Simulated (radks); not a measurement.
Question: Coherent X-ray form factor from a spherical all-electron density. Calculated with a radial shooting solver on a logarithmic mesh with Libxc functionals: Dirac Kohn-Sham, PBEsol, spin-unpolarised, spherical densities, point nucleus.

sin(theta)/lambda (1/angstrom),f0 (electrons)
0.05,8.932
0.1,8.732
0.15,8.415
0.2,8.001
0.25,7.515
0.3,6.983
0.4,5.877
0.5,4.838
0.6,3.954
0.8,2.712
1,2.029
1.25,1.607
1.5,1.392
2,1.121

The species is in the configuration that NIST lists as its ground one. Which atom or ion scatters so?

Answer: The magnesium ion Mg3+, [He] 2s2 2p5. Extrapolating in s^2 from the first two rows gives f0(0) = 9.0, near the electron count 9; among species with that count, the fall with angle is slower the higher Z, and the table is that of Z = 12; from so few rows the species is fixed only to a neighbour or two.
